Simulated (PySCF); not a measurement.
Radial density of Ar (argon, neutral)

UHF, [Ar], closed-shell 1S. Calculation: PySCF 2.14, in def2-TZVP; the non-relativistic Hamiltonian (point nucleus).

| r (bohr) | 4πr²ρ (e/bohr) |
| --- | --- |
| 0.00161 | 0.1178 |
| 0.00271 | 0.3217 |
| 0.00456 | 0.8490 |
| 0.00766 | 2.152 |
| 0.0129 | 5.041 |
| 0.0217 | 10.43 |
| 0.0365 | 17.44 |
| 0.0613 | 20.85 |
| 0.103 | 16.52 |
| 0.174 | 15.56 |
| 0.292 | 21.18 |
| 0.491 | 11.70 |
| 0.826 | 4.366 |
| 1.39 | 5.557 |
| 2.34 | 1.833 |
| 3.93 | 0.1234 |
| 6.61 | 0.0001140 |
